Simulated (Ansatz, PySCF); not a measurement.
Here is a job for Ansatz (a program for electronic structure).
Ansatz 0.2 input:
```yaml
crystal:
  periodic: [false, false, false]
  atoms:
    - {symbol: Ta, position_ang: [0.00449653, -0.00148257, -0.00089750]}
    - {symbol: O, position_ang: [1.61444879, -0.53230803, -0.32224167]}
    - {symbol: F, position_ang: [-0.66122332, -0.43528196, 1.64011204]}
    - {symbol: F, position_ang: [-0.81031412, 0.92046997, -1.34639528]}
basis:
  gaussian:
    orbitals: def2-SVPD
hamiltonian:
  xc: revpbe
magnetization: {spin_polarized: true, initial_magnetization: 1}
accuracy: high
```

**Question.** Give the equivalent PySCF input.

**Answer.** Several could match; the one computed here: 
```python
from pyscf import gto, scf, dft

mol = gto.Mole()
mol.atom = '''
    Ta    0.004497   -0.001483   -0.000897
    O     1.614449   -0.532308   -0.322242
    F    -0.661223   -0.435282    1.640112
    F    -0.810314    0.920470   -1.346395
'''
mol.basis = 'def2-svpd'
mol.ecp = {'Ta': 'def2-svpd'}
mol.charge = 0
mol.spin = 1
mol.verbose = 3
mol.build()

mf = dft.UKS(mol)
mf.xc = 'revpbe'
mf.grids.atom_grid = (99, 590)
mf.grids.prune = None
mf.kernel()
```

Both were run: Ansatz gave -331.873892 Eh and PySCF -331.873886 Eh, 0.007 mEh apart.
